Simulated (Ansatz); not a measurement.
Geometry optimisation, RKS PBE0-D4/6-31G* in Ansatz.

Input:

```yaml
crystal:
  periodic: [false, false, false]
  atoms:
    - { symbol: Si, position_ang: [0.126806, 0.0, 0.211583] }
    - { symbol: H, position_ang: [0.129707, 0.0, 1.661779] }
    - { symbol: Cl, position_ang: [2.200996, 0.0, 0.075139] }
    - { symbol: F, position_ang: [-0.514105, 1.280177, -0.468551] }
    - { symbol: F, position_ang: [-0.514105, -1.280177, -0.468551] }
basis:
  gaussian: { orbitals: "6-31G*" }
hamiltonian:
  xc: pbe0
  dispersion: d4
relax:
  f_tol: 0.03
  max_steps: 50
```

Launched with:

```bash
$ ansatz run input.yaml --threads 1 --pin off --max-ram 2048MiB --backend cpu --events-out ev --progress --plain --runs-dir out
```

Problem. Where does it end, and by what steps?

Solution. The run converged. After 6 steps the energy has fallen by 0.211 eV; H2 moved furthest, 0.21 Å.

```csv
step,energy less start (eV),largest force component (eV/Å),accepted
0,0.0000,1.522,yes
1,-0.1960,0.630,yes
2,-0.2085,0.157,yes
3,-0.2101,0.069,yes
4,-0.2108,0.046,yes
5,-0.2108,0.049,no
6,-0.2109,0.001,yes
```

```xyz
5
Properties=species:S:1:pos:R:3
Si 0.196 0.000 0.256
H -0.077 0.000 1.700
Cl 2.195 0.000 -0.091
F -0.442 1.285 -0.427
F -0.442 -1.285 -0.427
```

Whether the end is a true minimum wasn't checked by a vibrational analysis.

The run took 22 s on 1 thread of Arm Neoverse V1 (shared host), peak memory 0.13 GiB.
